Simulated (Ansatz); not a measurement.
Stepwise reaction of `[OH][GeH]([OH])[GeH3]` with hydrogen, as a gas-phase model of exchange steps in deposition or etching. ΔE in kJ/mol.

Program: Ansatz. Geometries: PBE0-D4/def2-TZVP. ΔE: electronic, gas phase. CCSD(T)/CBS adds triple-zeta CCSD(T) − MP2 to the extrapolated MP2 energy (def2 sets, frozen cores). This one scheme is used for every species. DFT in def2-TZVPP. B3LYP here is the variant with VWN-RPA as its local correlation; programs differ in this. For Ge outer-core shells are correlated without core-valence functions, which leaves a few kJ/mol of doubt a bond. Scalar relativity is left out up to krypton. One conformer a species, not always the lowest.

| step | reaction | PBE-D4 | B3LYP-D4 | ωB97M-V | CCSD(T)/CBS |
| --- | --- | --- | --- | --- | --- |
| 1 | `[OH][GeH]([OH])[GeH3]` + H₂ → `[OH][GeH2][GeH3]` + H₂O | 18.7 | 21.7 | 20.9 | 19.1 |

**Question.** Give the row of step 2, `[OH][GeH2][GeH3]` + H₂ → `[GeH3][GeH3]` + H₂O. (Best estimate.)

**Answer.** The calculation gave: 
```csv
step,reaction,PBE-D4,B3LYP-D4,ωB97M-V,CCSD(T)/CBS
2,`[OH][GeH2][GeH3]` + H₂ → `[GeH3][GeH3]` + H₂O,-5.0,-2.8,-5.7,-8.0
```

**Question.** By hand: ΔE of the 2 steps together at CCSD(T)/CBS.

**Answer.** (19.1) + (-8.0) = 11.1 kJ/mol, or 5.6 kJ/mol a step.

In ΔE each step is lower than the one before. PBE-D4 differs from CCSD(T)/CBS by -0.4 to 3.0 kJ/mol a step. Isolated molecules leave out the surface, adducts and barriers. Largest T1 diagnostic: 0.012.
